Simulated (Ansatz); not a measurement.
Z-matrix (Å, degrees):
```
C
C 1 1.477
H 1 1.093 2 110.5
H 1 1.093 2 110.5 3 -118.0
H 1 1.094 2 111.5 3 121.0
C 2 1.322 1 139.4 3 -121.3
Ge 2 1.919 1 151.3 3 58.8
H 6 1.085 2 136.9 1 0.0
H 7 1.532 2 120.7 1 -78.0
H 7 1.532 2 120.7 1 78.0
```

Total charge 0; spin multiplicity 1.

Task: List the ωB97M-V/def2-TZVPP orbital energies in eV (the Gaussian-basis code of Ansatz). (An estimate is asked.)

Result: The calculation gave: Occupied: -10866.21, -1362.05, -1209.80, -1209.76, -1209.76, -281.91, -281.53, -281.50, -173.86, -123.12, -123.10, -123.07, -35.95, -35.91, -35.90, -35.87, -35.82, -25.17, -22.57, -17.65, -16.68, -14.83, -14.35, -14.27, -12.32, -11.06, -9.74, -8.84. Lowest empty: 2.17, 2.42, 2.75, 2.99, 3.78, 4.43, 4.47, 4.97.
